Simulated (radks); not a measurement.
Results of a calculation; reference values are marked as such.
Problem. Coulomb parameter of the 4f shell of the ytterbium ion Yb2+ in the model configuration [Xe] 4f13 6s1, as a second difference U = [E(n + 1) + E(n - 1) - 2 E(n)] / (1)^2 with all orbitals relaxed. "Bare": the charge of the atom changes with n. "Screened": the 6s shell takes up the change at fixed total charge, which measures U(4f,4f) + U(6s,6s) - 2 U(4f,6s). Code: a radial shooting solver on a logarithmic mesh with Libxc functionals. Model: Dirac Kohn-Sham, PBE, spin-unpolarised, spherical densities, finite nucleus; open shells are shared between the two j in proportion to 2j + 1; Fermi nuclear charge, rms radius 5.3108 fm. Estimate both.

Solution. U(bare) = 18.617 eV, U(screened by 6s) = 7.826 eV.
